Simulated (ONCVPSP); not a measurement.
# beryllium (Be): ONCV pseudisation with PBE, scalar-relativistic reference atom.

ONCVPSP 4.0.1 was run on this input:

```
# ATOM AND REFERENCE CONFIGURATION
# atsym  z   nc   nv     iexc    psfile
  Be 4.00    0    2        4      upf
#
#   n    l    f
    1    0    2.00
    2    0    2.00
#
# PSEUDOPOTENTIAL AND OPTIMIZATION
# lmax
    1
#
#   l,   rc,      ep,       ncon, nbas, qcut
    0    0.90    0.00    4    7   13.40
    1    0.95    0.07    3    6    7.00
#
# LOCAL POTENTIAL
# lloc, lpopt,  rc(5),   dvloc0
    4    4    0.70    0.00
#
# VANDERBILT-KLEINMAN-BYLANDER PROJECTORs
# l, nproj, debl
    0    2    1.00
    1    1    1.70
#
# MODEL CORE CHARGE
# icmod, fcfact, rcfact
    0    0.00    0.00
#
# LOG DERIVATIVE ANALYSIS
# epsh1, epsh2, depsh
   -5.00    5.00    0.04
#
# OUTPUT GRID
# rlmax, drl
    6.00    0.01
#
# TEST CONFIGURATIONS
# ncnf
    4
# nvcnf
#   n    l    f
    2
    1    0    2.00
    2    0    1.00
#
    2
    1    0    2.00
    2    0    0.00
#
    2
    1    0    2.00
    2    0    1.50
#
    3
    1    0    2.00
    2    0    0.00
    2    1    1.00
#
```

Command:

```bash
oncvpsp.x < Be.dat > Be.out
```

The program printed (shortened: citation, most of the input echo, consistency checks and plot data are left out):

```
ONCVPSP  (Optimized Norm-Conservinng Vanderbilt PSeudopotential)
scalar-relativistic version 4.0.1

#   n    l    f        energy (Ha)
    1    0    2.00    -3.9032592E+00
    2    0    2.00    -2.0615309E-01

Reference configufation results
  iterations    23
  all-electron total energy (Ha)   -1.46328711D+01

Begin loop to  construct optimized pseudo wave functions
and semi-local pseudopoentials for all angular momenta

Calculating optimized projector #   1

 for l=   0

    Fraction of norm inside rc  0.948439
    Optimizing pswf for qcut=  13.40 a_B^-1,  ecut=  89.74 Ha
    Residual kinetic energy error=  7.48D-06 Ha

    Energy error per electron        Cutoff
         Ha          eV             Ha
         0.01000     0.27211       55.13
         0.00100     0.02721       68.90
         0.00010     0.00272       78.91
         0.00001     0.00027       88.90

Calculating optimized projector #   2

 for l=   0

    Fraction of norm inside rc  0.026480
    Optimizing pswf for qcut=  13.40 a_B^-1,  ecut=  89.74 Ha
    Residual kinetic energy error=  5.60D-06 Ha

    Energy error per electron        Cutoff
         Ha          eV             Ha
         0.01000     0.27211       36.53
         0.00100     0.02721       56.63
         0.00010     0.00272       73.43
         0.00001     0.00027       86.61

   Wellstate for l =  1  n =  2
     eigenvalue =   0.0700
     asymptotic potential =   0.5700
     half-point radius =  3.1748

Calculating optimized projector #   1

 for l=   1

    Fraction of norm inside rc  0.082540
    Optimizing pswf for qcut=   7.01 a_B^-1,  ecut=  24.56 Ha
    Residual kinetic energy error=  3.60D-04 Ha

    Energy error per electron        Cutoff
         Ha          eV             Ha
         0.01000     0.27211       10.66
         0.00100     0.02721       20.37
         0.00010     0.00272       46.83
         0.00001     0.00027      127.98

Construct Vanderbilt / Kleinmman-Bylander projectors

B matrix Hermiticity error, ll=   0
   1   2    1.4974E-04

  Orthonormal projector coefficients -1.1784E+01 -3.1514E+00

Pseudoatom total energy  -14.326651

Diagnostic tests using Vanderbilt-Kleinman-Bylander pseudopotentials
  1 or more projectors used as specified by nproj input data

   l    rcore       rmatch      e in        delta e   norm test  slope test

   0   0.9004558   0.9277956  -3.9032592   0.0000026   1.0001162   1.0001005
   0   0.9004558   0.9277956  -0.2061531   0.0000035   1.0000291   1.0000256

   1   0.9502639   0.9791160   0.0700000  -0.0001685   1.0000044   1.0000044

 Testing for bound ghosts
   n   l    E NL Schr. Eq   E Basis Diag.   E Cutoff

   1   0       -3.903257       -3.903185    233.27
   2   0       -0.206150        0.278921    233.27

   2   1       -0.074174        0.301674    106.76

 Testing for highly-localized positive-energy ghosts
       l    <radius>/rc     E Basis Diag.   E Cutoff

Test configuration 0

   n   l     f        eae           eps        diff
   1   0  2.0000   -3.90325919   -3.90325663    2.57D-06
   2   0  2.0000   -0.20615309   -0.20614960    3.49D-06

    Total energies and differences
      AE_ref= -1.46328711D+01  AE_tst= -1.46328711D+01  dif=  0.00D+00
      PS_ref= -1.43266512D+01  PS_tst= -1.43266512D+01  dif= -3.55D-14
      PSP excitation error=  3.55D-14

Test configuration 1

   n   l     f        eae           eps        diff
   1   0  2.0000   -4.32864212   -4.32676067    1.88D-03
   2   0  1.0000   -0.50348368   -0.50342142    6.23D-05

    Total energies and differences
      AE_ref= -1.46328711D+01  AE_tst= -1.42818952D+01  dif=  3.51D-01
      PS_ref= -1.43266512D+01  PS_tst= -1.39756970D+01  dif=  3.51D-01
      PSP excitation error=  2.18D-05

Test configuration 2

   n   l     f        eae           eps        diff
   1   0  2.0000   -4.86129754   -4.85578063    5.52D-03

    Total energies and differences
      AE_ref= -1.46328711D+01  AE_tst= -1.36223199D+01  dif=  1.01D+00
      PS_ref= -1.43266512D+01  PS_tst= -1.33162677D+01  dif=  1.01D+00
      PSP excitation error=  1.68D-04

Test configuration 3

   n   l     f        eae           eps        diff
   1   0  2.0000   -4.10095771   -4.10022685    7.31D-04
   2   0  1.5000   -0.34904321   -0.34902331    1.99D-05

    Total energies and differences
      AE_ref= -1.46328711D+01  AE_tst= -1.44946650D+01  dif=  1.38D-01
      PS_ref= -1.43266512D+01  PS_tst= -1.41884490D+01  dif=  1.38D-01
      PSP excitation error=  3.92D-06

Test configuration 4

   n   l     f        eae           eps        diff
   1   0  2.0000   -4.34770286   -4.34202776    5.68D-03
   2   1  1.0000   -0.36215739   -0.36214463    1.28D-05

    Total energies and differences
      AE_ref= -1.46328711D+01  AE_tst= -1.41382289D+01  dif=  4.95D-01
      PS_ref= -1.43266512D+01  PS_tst= -1.38321884D+01  dif=  4.94D-01
      PSP excitation error=  1.80D-04
```

The run took about 1.9 s on one core of a shared server CPU.
